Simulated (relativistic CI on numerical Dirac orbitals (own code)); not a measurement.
What each ingredient does to the levels of Pt⁶⁸⁺

Base calculation: Dirac-Coulomb-Breit CI, KLI orbitals optimised for each configuration, model QED, unscaled Slater integrals.

Configurations in the expansion (outside the closed core 1s2): 2s2 2p6, 2s2 2p5 3s, 2s2 2p5 3p, 2s2 2p5 3d, 2s 2p6 3s, 2s 2p6 3p, 2s 2p6 3d, 2s2 2p5 4s, 2s2 2p5 4p, 2s2 2p5 4d, 2s2 2p5 4f, 2s2 2p4 3s2, 2s2 2p4 3s 3p, 2s 2p6 4s, 2s2 2p5 5s, 2s2 2p5 5p, 2s2 2p4 3s 3d, 2s 2p6 4p, 2s2 2p5 5d, 2s2 2p4 3p2, 2s2 2p5 5f, 2s2 2p5 5g, 2s 2p6 4d, 2s 2p6 4f, 2s2 2p4 3p 3d, 2s 2p5 3s2, 2s2 2p4 3d2, 2s 2p5 3s 3p, 2s 2p5 3s 3d, 2s 2p5 3p2, 2s 2p6 5s, 2s 2p5 3p 3d, 2s 2p6 5p, 2s 2p6 5d, 2s 2p6 5f, 2s 2p6 5g. Levels of other configurations are missing.

The lowest level and the first level of each name with at least 55 % of one term (blank where a level has no safe partner in the second run):

| Level | Base (eV) | Shift (eV) |
| --- | --- | --- |
| 2s2 2p6 1S_0 | 0.0 | 0.0 |
| 2s2 2p5 3s 3P°_2 | 9249.1 | -0.2 |
| 2s2 2p5 3s 1P°_1 | 9258.4 | -0.1 |
| 2s2 2p5 3p 3D_3 | 9898.4 | -0.5 |
| 2s2 2p5 3p 1P_1 | 9898.9 | -0.1 |
| 2s2 2p5 3p 3P_2 | 9912.5 | -0.6 |
| 2s2 2p5 3p 1S_0 | 9974.2 | +0.6 |
| 2s2 2p5 3d 3P°_0 | 10068.7 | -0.6 |
| 2s2 2p5 3d 3P°_1 | 10079.4 | -0.7 |
| 2s2 2p5 3d 3F°_4 | 10186.7 | -1.0 |
| 2s2 2p5 3d 3D°_3 | 10205.3 | -1.0 |
| 2s2 2p5 3d 1P°_1 | 10236.2 | -0.4 |
| 2s2 2p5 3s 3P°_0 | 11020.5 | +0.2 |
| 2s2 2p5 3s 3P°_1 | 11023.9 | -0.3 |
| 2s2 2p5 3p 3D_1 | 11177.7 | -0.3 |
| 2s2 2p5 3p 3P_0 | 11230.9 | +0.9 |
| 2s 2p6 3s 3S_1 | 11543.7 | +3.3 |
| 2s 2p6 3s 1S_0 | 11585.0 | -0.3 |
| 2s 2p6 3p 3P°_1 | 11711.6 | +0.8 |
| 2s 2p6 3p 3P°_0 | 11712.7 | -1.5 |
| 2s2 2p5 3d 3F°_2 | 11850.8 | -1.1 |
| 2s 2p6 3p 3P°_2 | 12202.2 | -1.2 |

At this charge energies of transitions that change n are usually good to better than 1 %, and those within a shell (Δn = 0) to a few per cent.

Problem. One thing was changed in a second run, which moved the levels as shown. Which?
A. Breit term removed
B. QED terms removed
C. valence Slater integrals scaled by 0.9
D. configuration mixing switched off

Solution. D. Configuration mixing switched off. Without mixing, levels that were pushed by configurations of the same parity and J return to their single-configuration places.

LS names give the leading component of a level, which can be under half, so a name can repeat, a term be missing and a line seem to break the LS rules.
